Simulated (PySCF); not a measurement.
**KB⁻ at ROHF-MP2**

Computed with ROHF-MP2; PySCF, spin-free X2C with a Gaussian nucleus, basis sets K aug-cc-pVDZ-X2C, B aug-cc-pVDZ-DK.

```json
{"state": "doublet, unpaired electrons π ↑", "bond length": "3.169 Å", "harmonic wavenumber": "171 cm⁻¹", "force constant": "0.147 mdyn/Å", "rotational constant Be": "0.1956 cm⁻¹", "anharmonicity ωexe": "3.05 cm⁻¹", "vibration–rotation constant αe": "0.00397 cm⁻¹"}
```

Correlated steps freeze 6 core orbitals. The state is the lowest determinant that a PBE0 search found; another state may lie lower at other levels.
